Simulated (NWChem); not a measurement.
**Ionisation of Cl$_{2}$Ge (+1)**

```xyz
3

Ge     0.0000     0.0000    -0.5478
Cl    -1.8385     0.0000     0.5155
Cl     1.8385     0.0000     0.5155
```
Charge +1, spin multiplicity 2.

Program: NWChem. All single points use one geometry, from UPBE/def2-SVP, a minimum by its harmonic frequencies.

Basis set: def2-SVPD. −ε marks an orbital energy of the parent.

The Hamiltonian is non-relativistic. B3LYP has NWChem's definition, with VWN1-RPA local correlation. The spin multiplicity of the parent species was assumed, not shown to be that of its ground state. The structure started from a generated list of species. The unpaired electrons of the parent sit in orbitals of symmetry a1 (C2v labels of the run); other states weren't searched. No SCF solution was tested for a lower state. Open-shell Hartree-Fock references start from PBE0 orbitals.

Problem. For the first vertical ionisation energy, G0W0@PBE0 gives 16.29 eV and −ε(alpha HOMO) of HF gives 17.91 eV. What do −ε(alpha HOMO) of CAM-B3LYP, −ε(alpha HOMO) of B3LYP, G0W0@PBE give?

Solution. −ε(alpha HOMO) of CAM-B3LYP: 16.17 eV; −ε(alpha HOMO) of B3LYP: 14.64 eV; G0W0@PBE: 15.75 eV.
